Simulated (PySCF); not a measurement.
# Which functional comes closest?

Molecule: SMILES N#CCC(F)(F)F, C3H2F3N.

Numbering as in the mapped SMILES `[N:1]#[C:2][CH2:3][C:4]([F:5])([F:6])[F:7]`; H(Xn) means a hydrogen on atom n.

Geometry PBE0-D3(BJ)/def2-SVP throughout; GIAO in PySCF, gas phase, one conformer, non-relativistic; equivalent atoms averaged; basis pcSseg-2.

Reference values (measured; G. Saielli, R. Bini, A. Bagno, Computational 19F NMR. 2. Organic compounds, RSC Adv. 2014, ESI (exp. from Berger-Braun-Kalinowski 1994 and Everett 1995)): δ(F5/F6/F7) = -66.8 ppm vs CFCl3. Computed shifts are taken against CFCl3, calculated as an isolated molecule at each level.

**Question.** How do the functionals LDA, PBE, BLYP, KT3, B3LYP, PBE0, WP04, BHandHLYP, wB97X-D perform against the reference? Times are CPU seconds on shared hosts with different chips, so compare them loosely.

**Answer.** 
```tsv
functional	kind	F5/F6/F7	abs. error F	core-s
LDA	LDA	-89.9	23.1	50
PBE	GGA	-90.8	24.0	63
BLYP	GGA	-90.9	24.1	35
KT3	GGA	-94.3	27.5	63
B3LYP	global hybrid	-78.5	11.7	47
PBE0	global hybrid	-76.0	9.2	47
WP04	global hybrid	-74.6	7.8	50
BHandHLYP	global hybrid	-64.8	2.0	27
wB97X-D	range-separated hybrid	-69.5	2.7	46
```

For 19F the closest is BHandHLYP (2.0 ppm) and the furthest KT3 (27.5 ppm). One molecule is a small sample, and vibrational and solvent effects are absent from the calculation.
